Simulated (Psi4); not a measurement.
Psi4 was given this input:
```
memory 2 GB

molecule {
0 2
O     1.63806956   -0.17665341    0.19951219
Si    0.09099432   -0.00981305    0.01108285
F    -0.34921159    1.48117889   -0.30939957
F    -0.74988398   -0.42632996    1.29131116
F    -0.49851299   -0.88255894   -1.17649576
}

set {
  basis sto-3g
  reference uhf
  freeze_core true
  mp2_type conv
  scf_type pk
  puream true
  d_convergence 1e-8
}

energy('ccsd(t)')
print_variables()
```

Problem. Give the coupled-cluster correlation energy (without the perturbative part) at the level CCSD(T)/STO-3G in Psi4.

Solution. -0.1016 Eh

Problem. Predict the total energy from CCSD(T)/STO-3G.

Solution. -653.7130 Eh

These values belong to the state on which the SCF converged, which isn't shown to be the lowest.
